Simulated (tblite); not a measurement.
Compound: C4H4ClFO (charge +1 and doublet state).
SMILES with atom numbers: `[CH3:1][C@@:2]([F:3])([Cl:4])[CH+:5][C:6]=[O:7]` (hydrogens: H8, H9, H10 on C1; H11 on C5)
Bond orders are those of one Lewis drawing.

Computed with GFN2-xTB (tblite), gas phase: L-BFGS steps from a force-field or distance-geometry start until the largest atomic force falls under 0.01 eV/Å.

Step 30: E = -636.5742 eV
```
atom  x, y, z in Å  |  force x, y, z in eV/Å
C1     -1.2165   -0.6856   -0.3669   -0.026  -0.049   0.014
C2     -0.4186    0.5455   -0.0815   -0.019   0.061  -0.054
F3     -0.9631    1.6276   -0.6218   -0.043   0.076  -0.056
Cl4    -0.2423    0.9175    1.7695   -0.034   0.002   0.010
C5      1.0653    0.5638   -0.2716    0.000   0.024  -0.005
C6      1.9288   -0.3545    0.1592   -0.043  -0.038   0.051
O7      2.6782   -1.1122    0.5371    0.087  -0.092  -0.062
H8     -2.1834   -0.6469    0.1288   -0.041   0.057   0.106
H9     -0.6926   -1.5842   -0.0658    0.013  -0.087   0.023
H10    -1.4350   -0.7227   -1.4355    0.135  -0.007  -0.049
H11     1.4846    1.4545   -0.7375   -0.029   0.055   0.022
```

Step 31: E = -636.5775 eV
```
atom  x, y, z in Å  |  force x, y, z in eV/Å
C1     -1.2156   -0.6865   -0.3648   -0.003  -0.048   0.020
C2     -0.4197    0.5441   -0.0834    0.060   0.136  -0.070
F3     -0.9575    1.6257   -0.6304   -0.097   0.094  -0.064
Cl4    -0.2539    0.9213    1.7670   -0.016   0.002   0.011
C5      1.0661    0.5689   -0.2665    0.029   0.030  -0.014
C6      1.9295   -0.3580    0.1471   -0.043  -0.046   0.086
O7      2.6755   -1.1234    0.5169    0.070  -0.069  -0.086
H8     -2.1837   -0.6411    0.1235   -0.112   0.062   0.132
H9     -0.6954   -1.5791   -0.0469    0.044  -0.155   0.036
H10    -1.4267   -0.7393   -1.4325    0.133   0.004  -0.100
H11     1.4868    1.4702   -0.7160   -0.065  -0.010   0.050
```

Step 32: E = -636.5833 eV
```
atom  x, y, z in Å  |  force x, y, z in eV/Å
C1     -1.2143   -0.6888   -0.3607    0.039  -0.042   0.025
C2     -0.4217    0.5445   -0.0887    0.161   0.213  -0.084
F3     -0.9491    1.6246   -0.6478   -0.165   0.087  -0.064
Cl4    -0.2748    0.9283    1.7619    0.010   0.010   0.004
C5      1.0674    0.5778   -0.2568    0.086   0.025  -0.013
C6      1.9291   -0.3655    0.1260   -0.046  -0.027   0.120
O7      2.6713   -1.1443    0.4770    0.024  -0.018  -0.122
H8     -2.1856   -0.6297    0.1166   -0.171   0.061   0.120
H9     -0.6994   -1.5713   -0.0109    0.060  -0.198   0.043
H10    -1.4083   -0.7711   -1.4288    0.120   0.020  -0.119
H11     1.4908    1.4983   -0.6739   -0.118  -0.130   0.090
```

**Question.** Estimate the geometry and energy of step 33. (The exact step hangs on the optimiser's Hessian estimate; all steps are aligned on step 32, rigid shifts and turns removed.)

**Answer.** E = -636.5900 eV, largest force 0.312 eV/Å
```
atom  x, y, z in Å  |  force x, y, z in eV/Å
C1     -1.2121   -0.6919   -0.3549    0.086  -0.021   0.024
C2     -0.4234    0.5489   -0.0968    0.211   0.213  -0.087
F3     -0.9401    1.6261   -0.6718   -0.212   0.039  -0.046
Cl4    -0.3050    0.9374    1.7552    0.045   0.031  -0.011
C5      1.0688    0.5880   -0.2434    0.136  -0.012   0.011
C6      1.9265   -0.3763    0.1009   -0.021   0.001   0.143
O7      2.6681   -1.1703    0.4214   -0.070   0.068  -0.159
H8     -2.1887   -0.6141    0.1112   -0.159   0.042   0.038
H9     -0.7031   -1.5626    0.0353    0.039  -0.164   0.028
H10    -1.3804   -0.8116   -1.4250    0.089   0.042  -0.052
H11     1.4949    1.5294   -0.6183   -0.146  -0.241   0.111
```

The energy changes by -0.0068 eV. The first-order estimate −F·Δx gives -0.0099 eV and the mean of the old and new forces, exact on a quadratic surface, -0.0065 eV. The step makes an angle of 82° with the force vector and moves no atom by more than 0.064 Å.

What follows is the cost of the whole relaxation. On Arm Neoverse V1, one thread, no GPU, shared host with 64 logical CPUs at a one-minute load of 19, this took 0.42 s wall.
